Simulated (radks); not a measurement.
Question: Hf14+, configuration [Kr] 4d10 4f11 5s1. All-electron calculation, Dirac Kohn-Sham, LB94 model potential, spin-unpolarised, spherical densities, finite nucleus; open shells fill j = l - 1/2 first; Fermi nuclear charge, rms radius 5.347 fm. Program: a radial shooting solver on a logarithmic mesh with Libxc functionals. Some entries of the table are withheld. Estimate them.

orbital,occ.,eigenvalue (hartree),<r> (bohr),r(max) (bohr)
1s1/2,2,-2415.194,0.01897,0.01190
2s1/2,2,-422.8589,0.07963,0.06818
2p1/2,2,-404.8231,(1),(2)
2p3/2,4,-360.6509,(3),(4)
3s1/2,2,-105.3637,0.2078,0.1923
3p1/2,2,-97.25913,0.1976,0.1802
3p3/2,4,-87.80267,0.2119,0.1939
3d3/2,4,-73.96502,0.1857,(5)
3d5/2,6,-71.89583,0.1902,(6)
4s1/2,2,-29.96446,0.4655,0.4365
4p1/2,2,-26.63689,0.4706,0.4365
4p3/2,4,-24.44077,0.5024,0.4655
4d3/2,4,-18.92151,0.5172,0.4627
4d5/2,6,-18.50843,0.5275,0.4719
5s1/2,1,-12.19631,0.9742,0.9351
4f5/2,6,-11.57736,0.5671,0.4352
4f7/2,5,-11.49604,0.5726,0.4397

Answer: 
(1) 2p1/2 <r> (bohr): 0.06595
(2) 2p1/2 r(max) (bohr): 0.05081
(3) 2p3/2 <r> (bohr): 0.07369
(4) 2p3/2 r(max) (bohr): 0.05747
(5) 3d3/2 r(max) (bohr): 0.1521
(6) 3d5/2 r(max) (bohr): 0.1559
